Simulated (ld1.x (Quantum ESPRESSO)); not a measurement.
## Ranking TM potentials for potassium (K)

All share these settings but for the change named:

K (Z = 19), norm-conserving Troullier–Martins (Kleinman–Bylander form), made with ld1.x (Quantum ESPRESSO) 7.5 (PBEsol, scalar-relativistic). Core [Ne], reference 3s2 3p6 3d0 4s0 4p0 (charge +1). Waves: 3s (bound): rc 1.75 bohr; 3p (bound): rc 2.10 bohr; 3d (bound, empty): rc 2.35 bohr. Local part: all-electron potential smoothed inside 1.40 bohr (lloc = -1). Core correction: none.

Cutoff: the first of the cutoffs (Ry, on a coarse ladder) from which the occupation-weighted sum of valence levels, in a spherical-Bessel basis at the reference potential, stays within 10 and 1 mRy of its value at 400 Ry; the density cutoff is not measured.

The base gives 30 Ry.

Of 6 variants that were run, those that failed, showed a ghost or another fault, or gave nearly equal values are left out.

A variant can come out equal or close to the base.

**Question.** Rank these variants from softest to hardest (loose cutoff).
A. wave 3s (bound): rc 1.75 bohr becomes 3s (bound): rc 1.52 bohr
B. wave 3s (bound): rc 1.75 bohr becomes 3s (bound): rc 2.04 bohr
C. wave 3s (bound): rc 1.75 bohr becomes 3s (bound): rc 1.14 bohr
D. wave 3s (bound): rc 1.75 bohr becomes 3s (bound): rc 1.68 bohr

**Answer.** B (25 Ry), D (30 Ry), A (45 Ry), C (80 Ry).
